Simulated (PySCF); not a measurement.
C2H5O2, SMILES O[CH]CO, multiplicity 2.

Coordinates come from a ωB97X-D3(BJ)/def2-SVP optimisation. The isomer is the one that the SMILES or the coordinates give; other isomers of the formula were not compared. The values are those of a single conformer.

These are TDA-B3LYP/def2-SVPD in PySCF values and carry that method's errors.

Vertical excitations. 

```
state    energy (eV)  λ (nm)      f                                                 main pairs
-------  -----------  ------  -----  ---------------------------------------------------------
root 1          3.81     326  0.001                                           α HOMO→LUMO 99 %
root 2          4.91     252  0.002                                           β HOMO→LUMO 98 %
root 3          5.07     245  0.002                                         α HOMO→LUMO+1 97 %
root 4          5.37     231  0.016                                         α HOMO→LUMO+2 97 %
root 5          5.99     207  0.026                                         α HOMO→LUMO+3 95 %
root 6          6.30     197  0.009                                         α HOMO→LUMO+4 96 %
root 7          6.47     192  0.005                                         β HOMO−1→LUMO 75 %
root 8          6.55     189  0.001  α HOMO−1→LUMO 47 %, β HOMO→LUMO+1 35 %, β HOMO−1→LUMO 9 %
root 9          6.69     185  0.008                     α HOMO−1→LUMO 42 %, β HOMO→LUMO+1 48 %
root 10         6.76     183  0.012                     α HOMO→LUMO+5 75 %, β HOMO−2→LUMO 10 %
```
Unrestricted roots are not spin-pure.
